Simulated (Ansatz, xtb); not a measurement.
# BF3GeHN: where a starting geometry ends

The starting geometry of this gas-phase singlet was built from a drawn formula by distance geometry; its bonds are those of `F[B-](F)(F)[N+]#[GeH]`.

```tsv
atom	x (Å)	y (Å)	z (Å)
B	-0.5038	-1.7650	0.2464
F	-1.1757	-2.2216	-0.9725
F	-0.7961	-0.3545	0.4835
F	-1.0831	-2.4838	1.3838
Ge	2.5852	-2.3702	-0.0363
N	0.9417	-2.0593	0.1780
H	4.1951	-2.6276	-0.1779
```

Problem. Predict what becomes of its bonds when it is optimised with r2SCAN-D4/def2-SVP.

Solution. It keeps its bonds, and is `F[B-](F)(F)[N+]#[GeH]`. Distances that change by over a tenth: B1–N6 (1.48 → 1.67 Å).

The energy falls by 1.07 eV over 11 steps:

| step | E − E(last) (eV) |
| --- | --- |
| 1 | 1.067 |
| 2 | 0.346 |
| 3 | 0.168 |
| 4 | 0.025 |
| 5 | 0.013 |
| 7 | 0.001 |
| 8 | 0.000 |
| 9 | 0.000 |
| 10 | 0.000 |
| 11 | 0.000 |

Final geometry (Å):

```yaml
atoms:
  - { symbol: B, position_ang: [-0.6015, -1.7754, 0.2741] }
  - { symbol: F, position_ang: [-1.0492, -2.2249, -0.9349] }
  - { symbol: F, position_ang: [-0.6049, -0.4164, 0.4044] }
  - { symbol: F, position_ang: [-1.1029, -2.4532, 1.3557] }
  - { symbol: Ge, position_ang: [2.5306, -2.1770, -0.2222] }
  - { symbol: N, position_ang: [1.0063, -2.2292, 0.3534] }
  - { symbol: H, position_ang: [3.9848, -2.6060, -0.1255] }
```

From the same start GFN2-xTB ends elsewhere, at `[F]/[GeH]=[N]/B(F)F`.

No frequencies were run, so the end isn't proven a minimum. Run with Ansatz 0.2.0, 16 s on 2 threads of Intel(R) Xeon(R) 6975P-C (Granite Rapids), with other jobs on the host.
